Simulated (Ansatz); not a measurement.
Input and output for CH₇BN₂.

```yaml
crystal:
  periodic: [false, false, false]
  atoms:
    - {symbol: B, position_ang: [-1.039883, 0.557508, 0.143899]}
    - {symbol: C, position_ang: [0.423331, 0.313419, -0.094675]}
    - {symbol: N, position_ang: [-0.215916, -0.428008, 0.988915]}
    - {symbol: N, position_ang: [0.860646, -0.507204, -1.085705]}
    - {symbol: H, position_ang: [-1.791696, 0.024957, -0.548402]}
    - {symbol: H, position_ang: [-1.362281, 1.494337, 0.729561]}
    - {symbol: H, position_ang: [1.134369, 0.963746, 0.308607]}
    - {symbol: H, position_ang: [-0.266298, -1.376986, 0.797446]}
    - {symbol: H, position_ang: [0.051973, -0.226507, 1.897277]}
    - {symbol: H, position_ang: [1.823235, -0.554690, -1.179083]}
    - {symbol: H, position_ang: [0.445304, -0.315387, -1.938065]}
basis:
  gaussian: {orbitals: cc-pVTZ-DK}
magnetization: {spin_polarized: true, initial_magnetization: 0}
hamiltonian: {xc: {name: revPBE0}}
```

```sh
$ ansatz run in.yaml --threads 2 --pin off --events-out ev --progress --plain --max-ram 4352MiB
```

It prints (some lines left out):

```
Functional definition: revPBE0
1163 factors; their error is unknown
mean field evaluation 1: about -4799.6511 eV, gradient 4.6e1 eV
mean field evaluation 2: about -4794.8413 eV, gradient 5.7e1 eV
mean field evaluation 4: about -4808.4726 eV, gradient 1.6e0 eV
mean field evaluation 8: about -4808.4872 eV, gradient 5.6e-2 eV
mean field evaluation 16: about -4808.4774 eV, gradient 4.6e-5 eV
mean field -4808.47735072 eV, -176.7082833359 hartree, gradient 4.6e-5 eV, S^2 0.000000; 0 other end points of the search recorded, 0 dependent functions left out
reference -4808.47738581 eV, -176.7082846255 hartree; 16, 16 occupied and 202, 202 virtual orbitals, 1163 factors
Total energy: -4808.47738581 eV, -176.7082846255 hartree
Relativity: scalar
```

Hardware: 2 threads of an Arm Neoverse V1 on a shared host. Wall time 7 s, peak host memory 0.56 GiB.
